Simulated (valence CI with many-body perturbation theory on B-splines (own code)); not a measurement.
Cs LI: electric-dipole lines

Calculated by configuration interaction combined with many-body perturbation theory (CI+MBPT): three valence electrons over a frozen Dirac-Fock core [He], radial functions for each j: 11 s, 11 p, 9 d, 7 f, 5 g, 2 h, 1 i, with the one-electron correlation potential Σ1, the two-electron term Σ2, the three-electron term Σ3, Breit, model QED; selected CI, second order for the rest (own B-spline code, finite nucleus).

No measured spectrum was set against this ion. As an estimate, large intervals hold to a few tenths of a per cent, small ones and those within an open d or f shell to about a per cent.

Lines 101 to 150 of 283 in falling wavelength, among levels below 51316 × 10³ cm⁻¹, chosen from the strongest by gf and those to the six lowest levels. Wavelengths and rates use the calculated energies. Electric multipoles are in the length gauge, E1 and E2 with the static RPA response of the core. Weak lines are less certain than strong ones. Lines between different terms over intervals too small for the method are left out, as are lines whose strength nearly cancels. The highest levels of a list are the least certain.

Levels are named by their leading jj configuration (3d3/2^4 stands for four electrons in 3d with j = 3/2), which in mixed levels can hold well under half, so a name can repeat and another be missing. Letters in brackets count levels of one name in rising energy.

| λ vac (nm) | Upper | Lower | A (s⁻¹) | S (a.u.) |
| --- | --- | --- | --- | --- |
| 0.2518 | (2s 2p1/2 3s) J=1/2 [a] | (2s 2p1/2 2p3/2) J=1/2 | 1.73e+12 | 2.73e-05 |
| 0.2509 | (2s 2p1/2 3s) J=3/2 | (2s 2p1/2 2p3/2) J=1/2 | 1.25e+12 | 3.90e-05 |
| 0.2498 | (2s 2p1/2 3s) J=1/2 [b] | (2s 2p1/2 2p3/2) J=1/2 | 1.92e+13 | 2.95e-04 |
| 0.2496 | (2p1/2 2p3/2 3s) J=3/2 [b] | (2p1/2 2p3/2^2) J=5/2 | 3.78e+13 | 1.16e-03 |
| 0.2485 | (2s 2p3/2 3s) J=5/2 | (2s 2p3/2^2) J=5/2 | 2.68e+13 | 1.22e-03 |
| 0.2483 | (2s 2p1/2 3s) J=3/2 | (2s 2p1/2 2p3/2) J=5/2 | 4.09e+13 | 1.24e-03 |
| 0.2476 | (2s 2p1/2 3s) J=1/2 [a] | (2s 2p1/2 2p3/2) J=3/2 [a] | 5.00e+13 | 7.49e-04 |
| 0.2476 | (2s 2p3/2 3s) J=3/2 [a] | (2s 2p3/2^2) J=5/2 | 4.30e+13 | 1.29e-03 |
| 0.2474 | (2s^2 3s) J=1/2 | (2s^2 2p3/2) J=3/2 | 5.35e+13 | 8.01e-04 |
| 0.2467 | (2s 2p1/2 3s) J=3/2 | (2s 2p1/2 2p3/2) J=3/2 [a] | 3.32e+12 | 9.85e-05 |
| 0.2461 | (2s^2 3p3/2) J=3/2 | (2s 2p1/2 2p3/2) J=5/2 | 1.96e+12 | 5.77e-05 |
| 0.2456 | (2s 2p1/2 3s) J=1/2 [b] | (2s 2p1/2 2p3/2) J=3/2 [a] | 1.18e+12 | 1.73e-05 |
| 0.2446 | (2s^2 3p3/2) J=3/2 | (2s 2p1/2 2p3/2) J=3/2 [a] | 6.27e+11 | 1.81e-05 |
| 0.2417 | (2s 2p1/2 3d3/2) J=3/2 [a] | (2s 2p1/2 2p3/2) J=1/2 | 2.37e+12 | 6.60e-05 |
| 0.2406 | (2p1/2 2p3/2 3d5/2) J=3/2 [a] | (2p1/2 2p3/2^2) J=1/2 | 4.50e+13 | 1.24e-03 |
| 0.2403 | (2s 2p1/2 3d3/2) J=1/2 | (2s 2p1/2 2p3/2) J=1/2 | 1.50e+13 | 2.06e-04 |
| 0.2403 | (2p1/2^2 3d3/2) J=3/2 | (2p1/2^2 2p3/2) J=3/2 | 7.68e+13 | 2.10e-03 |
| 0.2400 | (2s 2p1/2 3d3/2) J=3/2 [b] | (2s 2p1/2 2p3/2) J=1/2 | 6.96e+11 | 1.90e-05 |
| 0.2400 | (2s 2p3/2 3d5/2) J=5/2 [a] | (2s 2p3/2^2) J=3/2 | 4.42e+13 | 1.81e-03 |
| 0.2398 | (2s 2p3/2 3d5/2) J=3/2 [a] | (2s 2p3/2^2) J=3/2 | 6.14e+13 | 1.67e-03 |
| 0.2398 | (2s 2p3/2 3d5/2) J=3/2 [a] | (2s 2p3/2^2) J=1/2 | 7.78e+13 | 2.12e-03 |
| 0.2397 | (2s 2p1/2 3d5/2) J=5/2 [a] | (2s 2p1/2 2p3/2) J=3/2 [b] | 3.92e+13 | 1.60e-03 |
| 0.2395 | (2p1/2 2p3/2 3d3/2) J=3/2 [b] | (2p1/2 2p3/2^2) J=5/2 | 4.18e+13 | 1.13e-03 |
| 0.2394 | (2p1/2 2p3/2 3d5/2) J=3/2 [b] | (2p1/2 2p3/2^2) J=1/2 | 4.02e+14 | 1.09e-02 |
| 0.2393 | (2s 2p1/2 3d3/2) J=3/2 [a] | (2s 2p1/2 2p3/2) J=5/2 | 2.19e+12 | 5.93e-05 |
| 0.2389 | (2s 2p3/2 3d5/2) J=1/2 | (2s 2p3/2^2) J=1/2 | 4.71e+14 | 6.33e-03 |
| 0.2389 | (2p1/2^2 3p1/2) J=1/2 | (2s 2p1/2 2p3/2) J=1/2 | 2.04e+13 | 2.74e-04 |
| 0.2388 | (2p1/2 2p3/2 3d5/2) J=3/2 [a] | (2p1/2 2p3/2^2) J=5/2 | 3.53e+13 | 9.48e-04 |
| 0.2387 | (2s 2p1/2 3p1/2) J=3/2 | (2s^2 2p3/2) J=3/2 | 4.50e+11 | 1.21e-05 |
| 0.2387 | (2p1/2 2p3/2 3d5/2) J=5/2 [a] | (2p1/2 2p3/2^2) J=5/2 | 1.39e+14 | 5.59e-03 |
| 0.2385 | (2s 2p3/2 3p1/2) J=5/2 | (2p1/2^2 2p3/2) J=3/2 | 2.43e+13 | 9.76e-04 |
| 0.2384 | (2p1/2^2 3d5/2) J=5/2 | (2p1/2^2 2p3/2) J=3/2 | 3.90e+14 | 1.57e-02 |
| 0.2383 | (2s 2p1/2 3d3/2) J=5/2 | (2s 2p1/2 2p3/2) J=5/2 | 7.71e+13 | 3.09e-03 |
| 0.2383 | (2s 2p1/2 3d5/2) J=5/2 [b] | (2s 2p1/2 2p3/2) J=3/2 [b] | 3.50e+14 | 1.40e-02 |
| 0.2383 | (2s 2p1/2 3d5/2) J=3/2 | (2s 2p1/2 2p3/2) J=3/2 [b] | 7.40e+13 | 1.98e-03 |
| 0.2383 | (2s 2p1/2 3d5/2) J=3/2 | (2s 2p1/2 2p3/2) J=1/2 | 3.41e+14 | 9.11e-03 |
| 0.2383 | (2s 2p3/2 3d3/2) J=3/2 [b] | (2s 2p3/2^2) J=3/2 | 1.33e+14 | 3.54e-03 |
| 0.2382 | (2s 2p3/2 3d3/2) J=5/2 [a] | (2s 2p3/2^2) J=5/2 | 3.00e+13 | 1.20e-03 |
| 0.2382 | (2s 2p3/2 3d3/2) J=3/2 [b] | (2s 2p3/2^2) J=1/2 | 1.25e+14 | 3.34e-03 |
| 0.2382 | (2s 2p3/2 3d3/2) J=3/2 [a] | (2s 2p3/2^2) J=5/2 | 5.36e+13 | 1.43e-03 |
| 0.2381 | (2s 2p3/2 3d3/2) J=1/2 [b] | (2s 2p3/2^2) J=3/2 | 7.79e+13 | 1.04e-03 |
| 0.2381 | (2p1/2 2p3/2 3d5/2) J=5/2 [b] | (2p1/2 2p3/2^2) J=5/2 | 2.29e+14 | 9.15e-03 |
| 0.2379 | (2p1/2 2p3/2 3d5/2) J=3/2 [a] | (2p1/2 2p3/2^2) J=3/2 | 2.87e+14 | 7.61e-03 |
| 0.2378 | (2s 2p1/2 3d3/2) J=3/2 [a] | (2s 2p1/2 2p3/2) J=3/2 [a] | 3.69e+13 | 9.80e-04 |
| 0.2378 | (2p1/2 2p3/2 3d5/2) J=7/2 [b] | (2p1/2 2p3/2^2) J=5/2 | 6.91e+14 | 3.67e-02 |
| 0.2378 | (2p1/2 2p3/2 3d5/2) J=5/2 [a] | (2p1/2 2p3/2^2) J=3/2 | 2.87e+14 | 1.14e-02 |
| 0.2377 | (2s 2p1/2 3d3/2) J=3/2 [b] | (2s 2p1/2 2p3/2) J=5/2 | 1.84e+13 | 4.87e-04 |
| 0.2376 | (2p1/2 2p3/2 3d5/2) J=3/2 [b] | (2p1/2 2p3/2^2) J=5/2 | 5.11e+13 | 1.35e-03 |
| 0.2374 | (2s 2p1/2 3p1/2) J=1/2 [b] | (2s^2 2p3/2) J=3/2 | 1.05e+12 | 1.39e-05 |
| 0.2374 | (2s 2p1/2 3d5/2) J=5/2 [a] | (2s 2p1/2 2p3/2) J=5/2 | 2.27e+13 | 8.97e-04 |
